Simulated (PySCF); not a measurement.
From one molecule to another.

First species: C5H8O2.
Z-matrix (Å and degrees, GFN2-xTB geometry), rows numbered from 1:
```
C 
C   1  1.3230
O   2  1.3552  1  128.64
C   3  1.4124  2  117.62  1     0.50
C   4  1.5279  3  108.28  2   179.80
C   5  1.5039  4  111.77  3   -66.01
O   6  1.1974  5  125.09  4  -137.45
H   1  1.0731  2  119.88  3   179.95
H   1  1.0748  2  123.59  3    -0.09
H   2  1.0816  1  122.07  3  -179.92
H   4  1.0989  3  110.13  2    59.12
H   4  1.0987  3  109.97  2   -60.30
H   5  1.0903  4  110.57  3   170.96
H   5  1.0935  4  108.36  3    51.68
H   6  1.1055  5  113.15  4    43.15
```

Second species: C8H10.
SMILES: `C=CCC1C=CC=C1`

Levels: B3LYP/def2-SVPD for dipole moment, HOMO energy, LUMO energy, HOMO–LUMO gap, static isotropic polarisability and electronic spatial extent ⟨r²⟩ about the centre of nuclear charge; TDDFT B3LYP/def2-SVPD for lowest singlet excitation; TDA B3LYP/def2-SVPD for lowest triplet excitation (Tamm–Dancoff); GFN2-xTB for rotational constant A and rotational constant C. Geometries: GFN2-xTB. All species are isolated and taken at one optimised geometry, non-relativistic unless stated. Electronic properties by PySCF.

The conformers computed, where there is a choice (atom-mapped SMILES and torsion angles):
- `[CH2:1]=[CH:2][O:3][CH2:4][CH2:5][CH:6]=[O:7]`: C1–C2–O3–C4 0°, C2–O3–C4–C5 180°, O3–C4–C5–C6 -66°, C4–C5–C6–O7 -137°
- `[CH2:1]=[CH:2][CH2:3][CH:4]1[CH:5]=[CH:6][CH:7]=[CH:8]1`: C1–C2–C3–C4 -120°, C2–C3–C4–C5 69°

Which of the two has the higher HOMO–LUMO gap, and by how much?

The first: 5.73 eV against 5.28 eV, a difference of 0.45 eV.

Which has the higher S1 energy?

The second: 4.86 eV against 4.20 eV, a difference of 0.66 eV.

Which of the two has the higher ⟨r²⟩, and by how much?

The second: 1094 bohr² against 1073 bohr², a difference of 21 bohr².

Which has the higher rotational constant C?

The second: 1.112 GHz against 1.078 GHz, a difference of 0.034 GHz.

Which of the two has the higher HOMO energy, and by how much?

The second: -6.15 eV against -6.92 eV, a difference of 0.77 eV.

Which of the two has the higher dipole moment, and by how much?

The first: 2.89 D against 0.37 D, a difference of 2.52 D.

Which has the higher rotational constant A?

The first: 8.828 GHz against 5.265 GHz, a difference of 3.563 GHz.

Which of the two has the higher LUMO energy, and by how much?

The second: -0.87 eV against -1.19 eV, a difference of 0.32 eV.

On the first: The vertical singlet–triplet gap S1 − T1 is 0.60 eV (TDDFT singlet less Tamm–Dancoff triplet; S1: HOMO−1→LUMO, weight 0.86; T1: HOMO−1→LUMO, weight 0.88). The principal polarisabilities are 56.2, 63.4 and 89.1 au; their mean is the isotropic value.

On the second: The polarisability is 13.56 Å³ as a volume (1 au = 0.148185 Å³), or 1.58 au for each of the 58 electrons. The vertical singlet–triplet gap S1 − T1 is 1.80 eV (TDDFT singlet less Tamm–Dancoff triplet; S1: HOMO→LUMO, weight 0.97; T1: HOMO→LUMO, weight 0.95).
